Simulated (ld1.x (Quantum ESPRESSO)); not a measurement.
**P, TM: configuration errors across variants**

```json
{
  "Element": "P (Z = 15)",
  "Generator": "ld1.x (Quantum ESPRESSO) 7.5",
  "Type": "norm-conserving Troullier–Martins (Kleinman–Bylander form)",
  "Functional": "PBE",
  "Relativity": "fully relativistic",
  "Frozen core": "[Ne]",
  "Valence charge": "5",
  "Reference configuration": "3s1 3p4",
  "Partial waves": "3s (bound): rc 1.35 bohr; 3d channel at 0.4 Ry: rc 1.30 bohr; 3p (bound): rc 1.50 bohr",
  "Local potential": "the p channel",
  "Core correction": "Bessel-smoothed model core inside 1.30 bohr"
}
```

Open shells are filled in proportion to 2j + 1 (rel_dist='average').

All-electron excitation energies from the reference (eV): (1) 3s2 3p3 -8.534; (2) 3s2 3p2 1.196; (3) 3s2 3p1 20.343; (4) 3s2 3p0 50.082; (5) 3s2 3p3.3 -9.841; (6) 3s2 3p2.5 -4.759; (7) 3s1 3p3 10.316.

Errors AE − PS in meV (a dash: test not solved or not reliable):

| change | (1) | (2) | (3) | (4) | (5) | (6) | (7) | bound ghosts |
| --- | --- | --- | --- | --- | --- | --- | --- | --- |
| base | +0.3 | +0.5 | +15 | +64 | +1.0 | -0.5 | +3.4 | none |
| core correction none | +1.9 | +1.4 | +8.7 | +43 | +2.3 | +1.3 | +1.7 | none |
| core correction Bessel-smoothed model core inside 0.70 bohr | -0.5 | +0.2 | +14 | +55 | +0.1 | -1.1 | +3.2 | none |
| core correction Bessel-smoothed model core inside 0.92 bohr | -0.5 | +0.2 | +14 | +55 | +0.2 | -1.1 | +3.2 | none |
| core correction Bessel-smoothed model core inside 1.10 bohr | -0.3 | +0.3 | +15 | +58 | +0.4 | -0.9 | +3.3 | none |
| core correction Bessel-smoothed model core inside 1.24 bohr | +0.1 | +0.4 | +15 | +63 | +0.9 | -0.6 | +3.4 | none |
| core correction Bessel-smoothed model core inside 1.38 bohr | +0.1 | +0.5 | +15 | +63 | +0.8 | -0.5 | +3.3 | none |
| core correction Bessel-smoothed model core inside 1.54 bohr | -0.6 | +0.4 | +13 | +49 | -0.1 | -0.9 | +2.7 | none |

Problem. Give the same row for: core correction Bessel-smoothed model core inside 0.60 bohr.

Solution. -0.5, +0.2, +14, +55, +0.1, -1.1, +3.2; bound ghosts: none.
